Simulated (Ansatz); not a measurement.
Wavefunction ladder for CH4S2Si, SMILES `CS[Si]S`

```csv
atom,x (Å),y (Å),z (Å)
C1,1.0721,-0.2079,-0.1264
S2,0.3983,1.3467,-0.7572
Si3,-1.6913,1.5578,-0.4130
S4,-2.3057,-0.2277,0.6097
H5,0.9394,-0.2784,0.9532
H6,2.1386,-0.2037,-0.3508
H7,0.6106,-1.0609,-0.6241
H8,-1.1618,-0.9261,0.7086
```

Charge 0, multiplicity 1. Geometry: relaxed with PBE0-D4/def2-TZVP. It is one conformer, not always the lowest. Frozen core, restricted reference, Ansatz. CBS rows extrapolate triple and quadruple zeta.

```
     basis      HF (Eh)  MP2 corr.  CCSD corr.       (T)  CCSD(T) total
def2-TZVPP  -1124.26286   -0.63334    -0.68662  -0.03437    -1124.98385
def2-QZVPP  -1124.29554   -0.68477    -0.72977  -0.03902    -1125.06433
 CBS(def2)  -1124.30004   -0.72287    -0.76173  -0.04247    -1125.10424
```
